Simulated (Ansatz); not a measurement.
Ansatz (a first-principles code) input:
A basis named .json is the Basis Set Exchange file of that set.

Ansatz 0.2 input:
```yaml
crystal:
  periodic: [false, false, false]
  atoms:
    - {symbol: Si, position_ang: [-0.04362925, -0.10656106, -0.73380769]}
    - {symbol: N, position_ang: [-1.25192159, 0.33087765, 0.63609330]}
    - {symbol: Si, position_ang: [-3.01057751, -0.26051184, 0.37655270]}
    - {symbol: O, position_ang: [1.38726937, 0.08089334, -0.06849524]}
    - {symbol: Si, position_ang: [3.06510860, 0.15188157, 0.03423185]}
    - {symbol: H, position_ang: [-0.41093693, -1.49558919, -1.03937126]}
    - {symbol: H, position_ang: [-0.39045845, 0.86451313, -1.77829261]}
    - {symbol: H, position_ang: [-0.88970937, -0.05313735, 1.51285712]}
    - {symbol: H, position_ang: [-3.24554216, -0.00895615, -1.05199958]}
    - {symbol: H, position_ang: [-2.94742179, -1.68270145, 0.73304547]}
    - {symbol: H, position_ang: [-3.82493725, 0.56524207, 1.27669704]}
    - {symbol: H, position_ang: [3.36402993, 0.57542251, 1.41190110]}
    - {symbol: H, position_ang: [3.52217963, 1.13797948, -0.96008507]}
    - {symbol: H, position_ang: [3.57731456, -1.19856625, -0.25405084]}
    - {symbol: H, position_ang: [-1.24184801, 1.34518134, 0.76693165]}
basis:
  gaussian:
    orbitals: aug-cc-pV_D+d_Z.json
total_charge: 1
magnetization: {spin_polarized: false}
correlation: {method: ccsd_t, electrons: outside_noble_gas}
output: {forces: true}
```

**Question.** Which total energy does the run end on?

**Answer.** -1002.65745 Eh (CCSD(T)/aug-cc-pV(D+d)Z). The basis has 232 functions.

It need not be the lowest isomer of its formula.
